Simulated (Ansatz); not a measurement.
The same path of Cl2H3InOS (8 atoms, charge 0, multiplicity 1) was run twice with different band settings. Lost on the way: S6–H8. Made: O2–H8.

Method: RKS revPBE-D4/def2-SVP in Ansatz 0.2.0.

Relaxed end points:

```xyz
8
Properties=species:S:1:pos:R:3
In 0.028 0.176 0.118
O -0.031 -0.170 2.162
H -0.881 -0.573 2.430
Cl 2.115 -0.235 -0.927
Cl -2.012 0.093 -1.087
S 0.433 2.683 1.232
H 1.776 2.439 1.232
H 0.196 1.685 2.195
```

```xyz
8
Properties=species:S:1:pos:R:3
In 0.316 0.742 0.027
O -0.135 -0.187 2.172
H -1.064 -0.459 1.996
Cl 2.129 -0.526 -0.821
Cl -1.909 0.004 -0.486
S 0.571 3.020 0.848
H 1.930 2.900 0.871
H -0.215 0.604 2.747
```

Common settings: movable images 9; climbing image yes; spring 5.0 eV/Å²; optimiser quadratic models (default); start path through a guess of the saddle point; iteration limit 60; end points relaxed.

| run | force threshold |
| --- | --- |
| 1 | 0.05 eV/Å |
| 2 | 0.2 eV/Å |

Task: What does each run give, and how far can it be trusted?

Result: Run 1: converged after 11 iterations, highest image 0.000 eV above the first end. The highest image is an end point: on this band no image between the ends rises above it. A vibrational analysis next to that end finds imaginary modes (50i cm⁻¹), so it isn't a minimum.
Run 2: converged after 10 iterations, highest image 0.000 eV above the first end. The highest image is an end point: on this band no image between the ends rises above it.
The orbitals stay closed-shell, which can raise the energy where a bond breaks towards radicals; this wasn't checked here.
